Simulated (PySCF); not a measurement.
TDDFT excited states: C6H9NO

Compound: C6H9NO.
Atom-mapped SMILES: `[CH2:1]=[CH:2][C:3](=[O:4])[N:5]([CH3:6])[CH:7]=[CH2:8]` (hydrogens: H9, H10 on C1; H11 on C2; H12, H13, H14 on C6; H15 on C7; H16, H17 on C8)

Structure used (GFN2-xTB), in Å, numbered top down from 1:
```
atom  x, y, z in Å
C1     3.0466   -0.2021    0.3468
C2     1.8778    0.3182    0.0067
C3     0.8044   -0.5294   -0.5756
O4     1.0593   -1.4628   -1.3140
N5    -0.4922   -0.1868   -0.2760
C6    -1.5539   -0.8813   -0.9734
C7    -0.8365    0.7214    0.7113
C8    -2.0663    1.1506    0.9692
H9     3.8563    0.3985    0.7254
H10    3.2212   -1.2614    0.2558
H11    1.6926    1.3810    0.0708
H12   -1.0953   -1.6526   -1.5896
H13   -2.2375   -1.3417   -0.2593
H14   -2.1059   -0.1883   -1.6107
H15   -0.0101    1.0587    1.3189
H16   -2.2351    1.8453    1.7709
H17   -2.9325    0.8444    0.4128
```

The calculation used PySCF 2.14.0, density-fitted response routines, TDDFT PBE0/def2-SVPD, vertical, gas phase, core orbitals frozen in the response.

```csv
state,E (eV),λ (nm),f,|μ| (D),"main configurations (H = HOMO, L = LUMO)"
S1,4.61,268.7,0.069,1.99,"H-1→L (64%), H→L (28%)"
S2,4.67,265.6,0.096,2.33,"H→L (69%), H-1→L (26%)"
S3,6.20,199.8,0.216,3.03,"H→L+2 (54%), H→L+1 (35%)"
S4,6.27,197.6,0.312,3.62,"H→L+2 (42%), H→L+1 (38%), H-2→L (13%)"
S5,6.47,191.6,0.079,1.80,"H-2→L (51%), H-1→L+1 (24%), H→L+1 (15%)"
S6,6.68,185.7,0.064,1.59,"H-1→L+1 (64%), H-2→L (14%)"
S7,6.86,180.6,0.0052,0.45,H→L+3 (87%)
S8,7.09,175.0,0.0030,0.33,"H→L+4 (55%), H-3→L (32%)"
```

Triplets, Tamm–Dancoff:

```csv
state,E (eV),λ (nm),"main configurations (H = HOMO, L = LUMO)"
T1,3.62,342.5,"H→L (79%), H→L+1 (16%)"
T2,3.81,325.8,"H-1→L (69%), H-2→L (22%)"
T3,4.47,277.3,"H-2→L (60%), H-1→L (25%)"
```

The lowest singlet comes at 269 nm (445 kJ/mol) in the ultraviolet; it is of moderate strength; its leading configuration is HOMO-1→LUMO (64%). The strongest level in the table is S4 at 6.27 eV (198 nm, f = 0.312). Löwdin shares by element: HOMO carbon 45% or more, nitrogen 26%, oxygen 12% (atoms not listed hold the other 17%); LUMO carbon 61% or more, oxygen 14% (atoms not listed hold the other 25%). The listed states span 2.47 eV, and the widest gap between neighbours is 1.54 eV (S2 to S3). Weighted by f, the mean energy of these states is 5.99 eV. The oscillator strengths of these states sum to 0.845; summed over the whole spectrum of an exact calculation they would give the number of electrons, 60 (Thomas–Reiche–Kuhn). No computed singlet lies in the visible range (380 to 750 nm); the lowest, at 269 nm, stands 1.35 eV above its violet end (3.26 eV). The window holds the lowest 8 singlets.

On one thread of an x86-64 server, on a shared host, this took 41 s of wall time.

One conformer stands for the species.
